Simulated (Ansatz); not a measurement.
**Question.** Name a neutral molecule of C, Ge and H with HOMO energy (ωB97M-V/def2-TZVPP) between -9.50 and -9.20 eV and size of the dipole moment (PBE/def2-TZVPP) between 0.75 and 1.05 D (Ansatz, PBE0-D4/def2-TZVP geometry).

**Answer.** `[GeH3][c]1ccccc1` (-9.42 eV, 0.82 D); `c1cc[c]([GeH2][c]2ccccc2)cc1` (-9.23 eV, 0.85 D). Other molecules can fit too; these were computed, each in one conformer that needn't be the lowest.
